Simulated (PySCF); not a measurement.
ClH3Si2, SMILES [SiH3][Si]Cl (connectivity only; charge and spin as stated), neutral, multiplicity 1. Geometry optimised at ωB97X-D3(BJ)/def2-TZVP.

Level of theory: ωB97X-D3(BJ)/def2-TZVP (PySCF).

Harmonic wavenumbers (cm⁻¹): 80, 138, 382, 419, 502, 535, 883, 942, 957, 2222, 2232, 2236. Rotational constants (GHz): 9.679, 2.762, 2.204; symmetry number 1.

Question: Work out the zero-point energy and the ideal-gas rigid-rotor harmonic-oscillator thermochemistry at 298.15 K and 1 atm.

Answer: ZPE = ½ Σ hcν = ½ × 11528 cm⁻¹ = 16.48 kcal/mol. H − E(el) = 20.50 kcal/mol. Entropy in cal/(mol K): translation 39.55, rotation 26.10, vibration 10.25, total 75.91. G − E(el) = -2.13 kcal/mol. Cp = 18.59 cal/(mol K). Modes under 150 cm⁻¹ make the vibrational entropy uncertain.
